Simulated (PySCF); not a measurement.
# Two-dimensional NMR puzzle

Compound of formula C$_{3}$H$_{10}$F$_{3}$NSi$_{3}$. Correlations simulated from computed shifts and the bond graph:

HSQC (one-bond C–H):
```csv
δH,δC
1.86,17.0
```

COSY cross peaks (H two or three bonds apart, from the bond graph; peaks can be absent where the dihedral angle is near 90°):
```csv
δH,δH
4.86,1.86
```

HMBC (two and three bonds, from the bond graph):
```csv
δH,δC
4.86,"136.1, 17.0"
1.86,"168.3, 136.1"
```

Carbons without hydrogens: δ 168.3, 136.1.

[PySCF 2.14: GFN2-xTB geometry; shieldings: GIAO PBE0/pcSseg-1; gas phase; one averaged value for each set of equivalent atoms; single conformer; non-relativistic Hamiltonian]

Shifts are taken against calculated references (same method and geometry level): TMS for ¹H and ¹³C.

Exchangeable hydrogens are left out of these lists.

Assemble the structure.

## Answers

SMILES FC(F)=C(F)C[SiH2]N([SiH3])[SiH3].

Structure with atom numbers: `[F:1][C:2]([F:3])=[C:4]([F:5])[CH2:6][SiH2:7][N:8]([SiH3:9])[SiH3:10]`. Hydrogens are named by the atom that carries them.

δC 168.3 is C2, a fully substituted alkene carbon. δC 136.1 is C4, a fully substituted alkene carbon. δC 17.0 is C6, an allylic sp3 CH2 bonded to Si (δH 1.86). HMBC from δH 4.86 reaches the proton-free carbon C4. HMBC from δH 1.86 reaches the proton-free carbons C2, C4. COSY links 4.86–1.86.

The data come from this structure; uniqueness wasn't tested.

Shifts are as computed. Against solution values, carbons near 30 ppm lie about +3 ppm off and those near 130 ppm about +5 ppm. Of 1309 compounds with measured shifts, 239 miss one by over three times the rms of a fit or turn the order of signals round; such compounds aren't used in these exercises.
